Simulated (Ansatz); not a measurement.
Cost and result up the ladder for BMe2Cl (C2H6BCl) (10 atoms). The state is a singlet with charge 0. Geometry: PBE-D4/def2-SVP.

```tsv
atom	x (Å)	y (Å)	z (Å)
B1	0.104	0.478	-0.223
C2	-1.037	-0.399	-0.846
H3	-1.967	-0.169	-0.275
H4	-0.862	-1.486	-0.711
H5	-1.255	-0.180	-1.909
C6	0.959	0.034	1.016
H7	1.801	-0.582	0.620
H8	0.398	-0.631	1.704
H9	1.414	0.869	1.583
Cl10	0.445	2.066	-0.958
```

Ansatz on 4 threads of Arm Neoverse V2 on a shared host. Times are rough, and most runs start from the orbitals of an earlier one. ωB97M-V/def2-TZVP serves as the yardstick here, not as an exact answer. Differences are given only for rows in sets of like size (and for xTB, whose basis is part of the method), since another set adds its own error. Binding counts from free atoms at the same level (B doublet, C triplet, H doublet, Cl doublet; other spins of the atoms weren't run), without zero-point energy or a counterpoise term.

LC-ωPBE has ω = 0.4 bohr⁻¹. B3LYP takes the VWN-RPA correlation. Correlated methods freeze 8 core orbitals.

Correlated methods converge slowly with the basis.

```
                          level  functions  wall time  binding energy per atom (eV)  difference from ωB97M-V/def2-TZVP (eV)
                       HF/6-31G         52     0.15 s                          2.96                                       –
                 B3LYP-D4/6-31G         52      0.5 s                          3.90                                       –
                PBE-D4/def2-SVP         90     0.55 s                          4.06                                       –
               PBE0-D4/def2-SVP         90     0.55 s                          4.03                                       –
                   HF/def2-TZVP        166      0.6 s                          3.07                                   -0.90
               PBE-D4/def2-TZVP        166     0.95 s                          4.03                                    0.05
                  MP2/def2-TZVP        166     0.95 s                          3.88                                   -0.10
              LC-ωPBE/def2-TZVP        166      1.2 s                          3.96                                   -0.02
PBE0-D4/def2-TZVP (with forces)        166      1.8 s                          3.99                                    0.02
            r2SCAN-D4/def2-TZVP        166        2 s                          3.99                                    0.01
           r2SCAN0-D4/def2-TZVP        166      2.2 s                          3.95                                   -0.02
              ωB97X-V/def2-TZVP        166      3.7 s                          3.97                                   -0.01
              ωB97M-V/def2-TZVP        166      4.1 s                          3.98                                    0.00
             CCSD(T)/def2-TZVPP        219       47 s                          3.87                                   -0.10
```
